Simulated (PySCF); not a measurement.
Species: C₃H₉BSe.
SMILES with atom numbers: `[CH3:1][B:2]([CH3:3])[CH2:4][SeH:5]` (hydrogens: H6, H7, H8 on C1; H9, H10, H11 on C3; H12, H13 on C4; H14 on Se5)

Method used: PBE0-D3(BJ)/def2-SVP geometry optimisation, gas phase in PySCF.

**Question.** Give the optimised bond lengths and angles.

**Answer.** 
| bond | length (bohr) |
| --- | --- |
| C1–B2, B2–C3 | 2.968 |
| B2–C4 | 2.984 |
| C4–Se5 | 3.689 |
| C1–H6 and 5 like bonds | 2.085 |
| C4–H12, C4–H13 | 2.086 |
| Se5–H14 | 2.782 |

Bonds in one row agree within 0.02 bohr and their mean is given. A selection of angles:
| angle | degrees |
| --- | --- |
| B2–C1–H6 | 109.4 |
| B2–C1–H8 | 115.9 |
| H6–C1–H7 | 104.8 |
| H6–C1–H8 | 108.7 |
| C1–B2–C3 | 120.9 |
| C1–B2–C4 | 117.7 |
| C3–B2–C4 | 121.3 |
| B2–C4–Se5 | 115.4 |
| B2–C4–H12 | 108.1 |
| Se5–C4–H12 | 109.7 |
| H12–C4–H13 | 105.9 |
| C4–Se5–H14 | 95.9 |

Dihedral angles: C1–B2–C4–Se5 179° (antiperiplanar); H14–Se5–C4–B2 -179° (antiperiplanar).

Of the pairs four or more bonds apart, Se5···H10 is among the closest relative to their van der Waals radii: 3.06 Å, 99 % of the sum of Bondi's values. B2 (three-coordinate boron) is planar (angles 121.3°, 120.9° and 117.7°, sum 360.0°, 0.00 Å off the plane of its three neighbours). The 5 heavy atoms lie in one plane (0.008 Å rms).

Whether it is a minimum is left open (no frequencies). The numbers are those of one conformer (C1–B2–C4–Se5 179°, B2–C4–Se5–H -179°).

On one thread of an Arm Neoverse V2, no GPU, shared host with 96 logical CPUs at a one-minute load of 42, this took 43 s wall and 0.51 GiB of memory at its peak. These figures are those of the optimisation.
